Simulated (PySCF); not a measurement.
An unknown gives this computed stick spectrum. Method: TDDFT CAM-B3LYP/def2-SVPD, vertical, gas phase, core orbitals frozen in the response (PySCF). Geometries: GFN2-xTB, one conformer each.

```csv
state,E (eV),f
S1,5.74,0.0077
S2,6.55,0.0015
S3,6.86,0.014
S4,7.14,0.0014
S5,7.35,0.013
S6,7.63,0.067
S7,7.82,0.0056
S8,7.97,0.076
```

Orbital energies (eV): HOMO-3 -10.78, HOMO-2 -10.28, HOMO-1 -9.96, HOMO -8.96, LUMO 0.50, LUMO+1 1.17, LUMO+2 1.26.

Question: Which candidate is it? All have the formula C4H9FOSi2.
A. `C#C[Si@@](F)(CC)[SiH2]O`
B. `C1C=CC[Si]1(O[SiH3])F`
C. `C#C[C@@](F)(C[SiH3])[SiH2]O`

Answer: C. Its S1 lies at 5.74 eV; the nearest of the others has S1 at 5.41 eV. S1 is HOMO→LUMO (54%), HOMO→LUMO+1 (18%). Löwdin shares by element: HOMO carbon 56% or more, silicon 11% or more (atoms not listed hold the other 33%); LUMO silicon 19% or more, oxygen 14%, carbon 11% or more, fluorine 10% (atoms not listed hold the other 46%). At the same level the other candidates give, for their lowest levels:
- `C#C[Si@@](F)(CC)[SiH2]O`: 5.41 eV (f 0.009); 6.07 eV (f 0.006); 6.17 eV (f 0.001); 6.43 eV (f 0.001); 7.00 eV (f 0.073); T1 4.88 eV; HOMO -9.08, LUMO -0.25 eV
- `F[Si]1(O[SiH3])CC=CC1`: 6.88 eV (f 0.004); 7.25 eV (f 0.070); 7.29 eV (f 0.010); 7.36 eV (f 0.001); 7.43 eV (f 0.182); T1 4.49 eV; HOMO -8.55, LUMO 0.81 eV

The values belong to the conformer `[CH:1]#[C:2][C@@:3]([F:4])([CH2:5][SiH3:6])[SiH2:7][OH:8]`: C2–C3–C5–Si6 -68°, C2–C3–Si7–O8 168°, H–O8–Si7–C3 -47°.
Triplets come from the Tamm–Dancoff approximation.
